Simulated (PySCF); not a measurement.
H₇NSi₂, SMILES N[SiH2][SiH3]. Heavy atoms are numbered as in [SiH3:1][SiH2:2][NH2:3]. Hydrogens are named by the atom that carries them.

Geometry optimised at r2SCAN-D4/def2-SVP. The values are those of a single conformer.

Level of theory: PBE0/pcSseg-1 in PySCF.

GIAO shieldings, no solvent; atoms alike by connectivity are averaged. δ = σ(ref) − σ: ²⁹Si against TMS (σ = 352.7 ppm); ¹⁵N against NH3 (σ = 267.4 ppm); ¹H against TMS (σ = 31.56 ppm), references at their B3LYP-D3(BJ)/def2-TZVP geometries, non-relativistic.

| atoms | nucleus | count | δ (ppm) |
|---|---|---|---|
| Si2 (SiH2) | ²⁹Si | 1 | -43.9 |
| Si1 (SiH3) | ²⁹Si | 1 | [?] |
| N3 (NH2) | ¹⁵N | 1 | -0.7 |
| H on Si2 | ¹H | 2 | [?] |
| H on Si1 | ¹H | 3 | [?] |
| H on N3 | ¹H | 2 | -0.19 |

**Question.** Complete the blanks. (The exact figures need the calculation; the answer reports its results.)

**Answer.** 
- Si1 (SiH3), δ (ppm): -108.7
- H on Si2, δ (ppm): 5.32
- H on Si1, δ (ppm): 3.62
